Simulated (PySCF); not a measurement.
C3H8NO, SMILES C[NH+](C)C=O, charge +1. Atoms are numbered in the order given.

```xyz
13

C     -0.4511     1.6115    -0.3137
N     -0.2545     0.3170     0.4071
C     -1.3207    -0.6837     0.1297
C      1.1395    -0.2333     0.1054
O      1.2653    -1.3005    -0.3613
H     -0.4518     1.4138    -1.3933
H      0.3610     2.3034    -0.0545
H     -1.4138     2.0411    -0.0108
H     -0.2569     0.5239     1.4169
H     -1.3144    -0.9167    -0.9415
H     -1.1171    -1.5959     0.7023
H     -2.2844    -0.2505     0.4222
H      1.9304     0.4987     0.3715
```
Charge +1, spin multiplicity 1.

Geometry optimised at PBE0-D3(BJ)/def2-SVP. The isomer is the one that the SMILES or the coordinates give; other isomers of the formula were not compared. Other conformers were not sampled.

All values below come from PBE0-D3(BJ)/def2-SVP (PySCF 2.14.0).

Frequencies are harmonic and unscaled.

Problem. Give all harmonic wavenumbers and intensities. (An estimate is asked for; the answer gives what the named calculation found.)

Solution. 
| mode | ν (cm⁻¹) | IR (km/mol) | Raman (Å⁴/amu) | depolarisation | moving atoms (share of kinetic energy) |
|---|---|---|---|---|---|
| 1 | 78 | 10.5 | 1.1 | 0.75 | O 35 %, H 31 %, C 30 % |
| 2 | 193 | 0.1 | 0.1 | 0.73 | H 96 % |
| 3 | 234 | 1.3 | 0.1 | 0.60 | H 90 % |
| 4 | 302 | 7.8 | 0.6 | 0.50 | C 37 %, O 33 %, H 25 % |
| 5 | 358 | 1.6 | 1.1 | 0.63 | C 50 %, H 37 % |
| 6 | 418 | 0.9 | 0.7 | 0.21 | H 40 %, C 35 %, N 23 % |
| 7 | 635 | 5.1 | 5.5 | 0.33 | N 41 %, H 23 %, O 22 %, C 15 % |
| 8 | 784 | 65.3 | 8.9 | 0.18 | C 75 %, H 18 % |
| 9 | 891 | 68.0 | 5.9 | 0.54 | C 48 %, N 26 %, H 25 % |
| 10 | 971 | 10.0 | 2.8 | 0.71 | H 66 %, C 29 % |
| 11 | 1031 | 25.0 | 1.7 | 0.71 | H 61 %, C 25 %, N 14 % |
| 12 | 1046 | 0.1 | 0.9 | 0.75 | H 78 %, C 17 % |
| 13 | 1163 | 20.2 | 1.0 | 0.71 | H 46 %, N 26 %, C 26 % |
| 14 | 1173 | 4.5 | 0.5 | 0.22 | H 64 %, C 22 %, N 13 % |
| 15 | 1241 | 4.7 | 0.8 | 0.71 | H 57 %, C 24 %, N 18 % |
| 16 | 1344 | 23.4 | 2.8 | 0.47 | H 82 %, C 10 % |
| 17 | 1362 | 16.4 | 4.9 | 0.75 | H 82 %, N 8 % |
| 18 | 1396 | 10.1 | 1.7 | 0.71 | H 77 %, N 13 %, C 8 % |
| 19 | 1422 | 6.4 | 2.5 | 0.74 | H 87 %, C 11 % |
| 20 | 1452 | 6.3 | 3.7 | 0.71 | H 87 %, C 13 % |
| 21 | 1456 | 3.6 | 10.7 | 0.75 | H 95 % |
| 22 | 1465 | 25.8 | 11.0 | 0.75 | H 96 % |
| 23 | 1481 | 32.1 | 14.7 | 0.75 | H 97 % |
| 24 | 1482 | 71.7 | 1.6 | 0.74 | H 95 % |
| 25 | 1981 | 160.8 | 7.2 | 0.19 | C 54 %, O 42 % |
| 26 | 3086 | 1.6 | 48.1 | 0.48 | H 91 %, C 9 % |
| 27 | 3091 | 0.4 | 125.2 | 0.02 | H 97 % |
| 28 | 3104 | 0.7 | 102.0 | 0.00 | H 97 % |
| 29 | 3213 | 2.0 | 43.1 | 0.75 | H 90 %, C 10 % |
| 30 | 3221 | 3.6 | 42.2 | 0.72 | H 90 %, C 10 % |
| 31 | 3231 | 3.6 | 45.6 | 0.75 | H 90 %, C 10 % |
| 32 | 3232 | 4.0 | 37.8 | 0.74 | H 90 %, C 10 % |
| 33 | 3428 | 91.8 | 47.8 | 0.20 | H 93 % |
